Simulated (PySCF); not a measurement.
Z-matrix (Å, degrees):
```
C
C 1 1.3321
O 1 1.3682 2 123.81
H 3 0.9648 1 109.36 2 0.00
H 2 1.0790 1 120.62 3 -180.00
H 2 1.0835 5 117.54 1 -180.00
C 1 1.4920 2 125.42 5 0.00
H 7 1.0878 1 110.94 2 0.00
H 7 1.0925 8 109.07 1 -121.56
H 7 1.0925 8 109.07 9 -116.88
```
Charge 0, multiplicity 1.

Problem. Estimate the HOMO–LUMO gap, total energy, dipole moment, LUMO and HOMO that PBE-D3(BJ)/def2-TZVP // B3LYP-D3(BJ)/def2-TZVP run with PySCF 2.14.0 returns for this input.

Solution. 
The HOMO–LUMO gap comes out as 5.27 eV, the total energy comes out as -192.9744 Ha and the dipole moment is 0.50 D. The LUMO is -0.12 eV and the HOMO is -5.40 eV.
